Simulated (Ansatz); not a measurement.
Computed with Ansatz on PBE0-D4/def2-TZVP structures; ΔE is electronic, products minus reactants. CCSD(T)/CBS is the MP2 limit (def2-TZVPP, def2-QZVPP) plus CCSD(T) − MP2 in def2-TZVPP, frozen cores. This one scheme is used for every species. Functionals use def2-TZVPP. For Ge outer-core shells are correlated without core-valence functions, which leaves a few kJ/mol of doubt a bond. Scalar relativity is left out up to krypton.

Reaction (germylene loss): `Cl[SiH2][GeH3]` → `[SiH3]Cl` + `[GeH2]`

`Cl[SiH2][GeH3]`:

Z-matrix (Å, degrees):
```
Si
Ge 1 2.377
Cl 1 2.062 2 109.1
H 1 1.484 2 111.5 3 -118.9
H 1 1.484 2 111.5 3 118.9
H 2 1.538 1 109.9 3 179.8
H 2 1.536 1 110.0 3 59.9
H 2 1.536 1 110.0 3 -60.3
```

`[SiH3]Cl`:

Cartesian coordinates in Å:
```
Si 0.009 0.015 0.127
Cl -0.128 -0.225 -1.908
H -0.039 1.463 0.434
H 1.291 -0.568 0.585
H -1.132 -0.685 0.761
```

`[GeH2]`:

```xyz
3

Ge    0.122   -0.665   -0.319
H    -1.178    0.140    0.132
H     1.056    0.525    0.188
```

```tsv
level	ΔE (kJ/mol)	difference from CCSD(T)/CBS
r2SCAN0-D4	202.6	17.6
ωB97X-V	189.3	4.3
revPBE	166.8	-18.2
BHLYP	166.0	-19.0
HF/def2-SVP	150.2	-34.8
CCSD(T)/def2-SVP	172.6	-12.4
MP2/def2-TZVPP	199.4	14.4
SCS-MP2/def2-TZVPP	182.4	-2.6
MP2/CBS(def2)	198.0	13.0
CCSD/CBS(def2)	179.3	-5.7
CCSD(T)/CBS	185.0	0
```

Largest T1 diagnostic among the species: 0.012.

In def2-TZVPP, CCSD(T) changes the Hartree–Fock value by +39.5 kJ/mol (the triples alone add +5.7 kJ/mol) and MP2 by +52.4 kJ/mol. The D4 term adds +12.4 kJ/mol with B3LYP and +6.8 kJ/mol with PBE0; it sums over pairs of atoms, weighted by their polarisabilities, and B3LYP, whose exchange is more repulsive, gets the larger term. At CCSD(T), def2-SVP lies −12.4 kJ/mol from the extrapolated value and def2-TZVPP +1.4 kJ/mol.

B3LYP here is the variant with VWN-RPA as its local correlation; programs differ in this.
